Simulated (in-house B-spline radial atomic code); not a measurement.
How numerical settings move a run on I2+, [Kr] 4d10 5s2 5p3. Computed with a B-spline radial code for spherical atoms: non-relativistic RPBE, spherical fractional occupations, point nucleus.

Command:
```bash
python run_scf.py task.json out
```
Settings of the sound reference run:
```
Z                53
electrons        51
configuration    [Kr] 4d10 5s2 5p3
hamiltonian      nr
method           rpbe,pbe
spin_polarised   False
knot_spacing     0.22
spline_order     8
gauss_points     12
box_radius       22.22
max_iterations   70
damping          0.5
damped_steps     3
diis_vectors     10
tolerance        1e-08
start            Thomas-Fermi
```

Cost of the run: 0.11 s on 1 thread of Intel(R) Xeon(R) 6975P-C, on a shared host.

It converges in 10 iterations to -6919.207267 hartree, with 5p at -24.3482 eV. The other runs change the listed settings, some to values that make no sense; their results aren't properties of the atom or ion. Radii are in bohr (the nuclear one in fm), a minus after a letter asks for a j subshell, and «unchanged» means within 1e-8 hartree. The run stops when the residual is below 10 × tolerance × max(1, Z/10), or a noise floor if that is larger, and the energy moves by less than 1e-8 × √|E| hartree; so very loose and very tight tolerances often act alike.

```tsv
changed settings	outcome
damping = 0.95	converged in 11 iterations, energy unchanged, 5p level +9.2e-07 eV
first_knot = 0.0566, max_iterations = 50, damped_steps = 8, diis_vectors = 0	converged in 20 iterations, energy +5.99e-03 hartree from the reference, 5p level -1.2e-04 eV
electrons = 52, configuration = [Kr] 4d10 5s2 5p3 1f1, max_iterations = 100	stopped with error: there is no 1f shell
max_iterations = 2	not converged after 2 iterations, last residual 4.1e-01, last energy +4.66e+00 hartree from the reference
electrons = 52, configuration = [Kr] 4d10 5s2 5p3 6p-1, max_iterations = 75	stopped with error: j subshells need the Dirac Hamiltonian and l > 0
spline_order = 3, max_iterations = 60, diis_vectors = 2	converged in 14 iterations, energy +2.25e-01 hartree from the reference, 5p level +1.4e-03 eV
tolerance = 1e-13	converged in 10 iterations, energy unchanged
max_iterations = 8	not converged after 8 iterations, last residual 1.6e-05, last energy +1.30e-09 hartree from the reference
damping = 0	converged in 11 iterations, energy unchanged, 5p level +1.3e-06 eV
first_knot = 0.00566, max_iterations = 60, tolerance = 1e-06	converged in 9 iterations, energy +3.68e-06 hartree from the reference, 5p level +7.3e-05 eV
knot_spacing = 2, max_iterations = 75, damped_steps = 0	converged in 7 iterations, energy +7.19e+02 hartree from the reference, 5p level -6.8e+00 eV (the program warns: 5p reaches the box edge; 1s reaches the box edge)
```

**Question.** What happens with max_iterations = 3?

**Answer.** Not converged after 3 iterations, last residual 4.7e-02, last energy +8.36e-02 hartree from the reference.

**Question.** What happens with damping = 0.2?

**Answer.** Converged in 10 iterations, energy unchanged, 5p level -5.9e-06 eV.

**Question.** What happens with tolerance = 1e-06?

**Answer.** Converged in 9 iterations, energy unchanged, 5p level -3.2e-05 eV.

**Question.** What happens with damping = 0.8?

**Answer.** Converged in 10 iterations, energy unchanged, 5p level -6.7e-06 eV.
